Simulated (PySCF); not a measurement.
# Trend along group 14: MB anions

HF with double-zeta basis sets in PySCF, for the lowest determinant that a PBE0 search found; no spin–orbit coupling. De refers to high-spin ground-configuration atoms (the charge goes to the atom of lower measured ionisation energy or higher electron affinity, which is not always the lowest computed limit). A positive dipole points towards B; it is taken about the centre of mass and depends on that origin.

```json
{"M": "C", "basis": "aug-pcseg-1", "reference": "ROHF", "charged atom": "C−", "state (unpaired electrons)": "triplet (σ ↑, π ↑)", "Re (Å)": "1.395", "ωe (cm⁻¹)": "1544", "De (eV)": "n/a", "μ (D)": "2.22"}
{"M": "Si", "basis": "def2-SVPD", "reference": "ROHF", "charged atom": "Si−", "state (unpaired electrons)": "triplet (σ ↑, π ↑)", "Re (Å)": "1.824", "ωe (cm⁻¹)": "943", "De (eV)": "n/a", "μ (D)": "-0.86"}
{"M": "Ge", "basis": "def2-SVPD", "reference": "ROHF", "charged atom": "Ge−", "state (unpaired electrons)": "triplet (σ ↑, π ↑)", "Re (Å)": "1.889", "ωe (cm⁻¹)": "804", "De (eV)": "n/a", "μ (D)": "-2.36"}
{"M": "Sn", "basis": "aug-cc-pVDZ-PP/aug-cc-pVDZ", "reference": "ROHF", "charged atom": "Sn−", "state (unpaired electrons)": "triplet (σ ↑, π ↑)", "Re (Å)": "2.122", "ωe (cm⁻¹)": "623", "De (eV)": "0.83", "μ (D)": "-3.21"}
```

The shortest bond is that of BC⁻ (1.395 Å), the longest that of SnB⁻ (2.122 Å).

The rows differ in basis set, which adds steps of its own.

Down a group the atoms grow and get heavier, so bonds lengthen and wavenumbers fall; this series shows no clear exception.

Spin–orbit coupling is left out, which matters for elements this heavy, above all for dissociation energies. For an ion De counts to the pair picked by the measured ionisation energies or electron affinities, which need not be the lowest pair at this level. UHF is strongly spin-contaminated for GeB⁻, SiB⁻, so the ROHF reference used there is far from stable. Hartree–Fock leaves out correlation, which carries a large part of most bond energies and some tenths to 1 eV of ionisation energies. States were picked by a PBE0 search and need not be the measured ground states.
